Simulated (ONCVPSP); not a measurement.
hydrogen (H): one change to an ONCV potential, before and after

* Element: H
* Generator: ONCVPSP 4.0.1
* Type: optimised norm-conserving Vanderbilt (ONCV)
* Functional: PBE
* Relativity: scalar-relativistic
* Frozen core: none
* Valence charge: 1
* Reference configuration: 1s0.5 (charge +0.5)
* Partial waves: 1s: rc 1.20 bohr, ncon 4, nbas 8, qcut 5.2 1/bohr, 2 projectors, debl 3.6 Ha; p scattering state at 0.13 Ha: rc 1.25 bohr, ncon 4, nbas 8, qcut 7.5 1/bohr, 2 projectors, debl 2 Ha
* Local potential: polynomial inside 0.95 bohr (lpopt 5, dvloc0 0 Ha)
* Core correction: none

All-electron outer shells of the reference configuration (PBE, scalar-relativistic, ld1.x):

| shell | level (eV) | outermost node (bohr) | outermost maximum (bohr) |
| --- | --- | --- | --- |
| 1s | -12.68 | – | 0.94 |

Change: s: rc 1.22.

Cutoffs: the cutoffs (Ha) at which the residual kinetic energy of the hardest occupied pseudo-wave falls to 1 and 0.1 mHa per electron; they do not see the model core or the augmentation charge, which bear on the density cutoff. Errors are all-electron minus pseudo energies relative to the spin-unpolarised reference configuration.

Problem. Predict the effect on cutoff, ghosts and configuration errors.

Solution. The potential gets softer (14 Ha and 85 Ha → 13 Ha and 71 Ha); neither file shows a bound ghost. A larger radius leaves more room for a smooth pseudo-wave, so fewer plane waves are needed.

| quantity | base | changed |
| --- | --- | --- |
| cutoff, loose | 14 Ha | 13 Ha |
| cutoff, tight | 85 Ha | 71 Ha |
| bound ghosts | none | none |
| GHOST(+) flags under 300 eV | none | none |
| error for 1s1, meV [ΔE -4.76 eV] | +3.1 | +3.3 |
| p: phases at 1.27 bohr within 0.05 rad from the reference energy up to (Ha; the scan ends near 5) | to the end of the scan | to the end of the scan |
